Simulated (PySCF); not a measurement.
# Two-dimensional NMR puzzle

Compound of formula C₅H₉NOSi. Correlations simulated from computed shifts and the bond graph:

HSQC (one-bond C–H):
```tsv
δH	δC
4.44	69.9
3.90	69.9
2.60	31.6
2.32	31.5
1.83	31.6
1.00	12.6
0.72	12.6
```

COSY cross peaks (H two or three bonds apart, from the bond graph; peaks can be absent where the dihedral angle is near 90°):
```tsv
δH	δH
5.06	4.82
5.06	1.00
5.06	0.72
4.82	1.00
4.82	0.72
4.44	3.90
4.44	2.32
3.90	2.32
2.60	2.32
2.60	1.83
2.60	1.00
2.60	0.72
2.32	1.83
1.83	1.00
1.83	0.72
1.00	0.72
```

HMBC (two and three bonds, from the bond graph):
```tsv
δH	δC
5.06	69.9, 31.6, 12.6
4.82	69.9, 31.6, 12.6
4.44	124.3, 31.6, 31.5
3.90	124.3, 31.6, 31.5
2.60	124.3, 69.9, 31.5, 12.6
2.32	124.3, 69.9, 31.6, 12.6
1.83	124.3, 69.9, 31.5, 12.6
1.00	31.6, 31.5
0.72	31.6, 31.5
```

Carbons without hydrogens: δ 124.3.

PySCF 2.14.0 with density-fitted response routines calculation with shielding tensors at PBE0/pcSseg-1 (GIAO) and GFN2-xTB structure; one conformer, no relativistic terms, in vacuum.

Scale: $^{1}$H and $^{13}$C vs TMS (reference shieldings calculated alike).

Exchangeable hydrogens are left out of these lists.

Q: Assemble the structure.

A: `[SiH2]1CC[C@H](C#N)CO1`.

Numbering as in the mapped SMILES `[N:1]#[C:2][C@H:3]1[CH2:4][CH2:5][SiH2:6][O:7][CH2:8]1`; H(Xn) means a hydrogen on atom n. Ha(C4), Ha(C5), Ha(Si6), Ha(C8) are cis to C2 on the ring; Hb(C4), Hb(C5), Hb(Si6), Hb(C8) are trans to C2 on the ring.

1. δC 124.3 is C2, a nitrile carbon.
2. δC 69.9 is C8, an sp3 CH2 bonded to O (δH 4.44, 3.90).
3. δC 31.6 is C4, an sp3 CH2 in a ring (δH 1.83, 2.60).
4. δC 31.5 is C3, an sp3 CH α to a nitrile (δH 2.32).
5. δC 12.6 is C5, an sp3 CH2 bonded to Si (δH 1.00, 0.72).
6. HMBC from δH 4.44 reaches the proton-free carbon C2.
7. HMBC from δH 3.90 reaches the proton-free carbon C2.
8. HMBC from δH 2.60 reaches the proton-free carbon C2.
9. HMBC from δH 2.32 reaches the proton-free carbon C2.
10. COSY links 5.06–4.82, 5.06–1.00, 5.06–0.72, 4.82–1.00, 4.82–0.72, 4.44–3.90.

The shifts were computed for this structure.

Shifts are as computed. Against solution values, carbons near 30 ppm lie about +3 ppm off and those near 130 ppm about +5 ppm. Of 1211 compounds with measured shifts, 218 miss one by over three times the rms of a fit or turn the order of signals round; such compounds aren't used in these exercises.
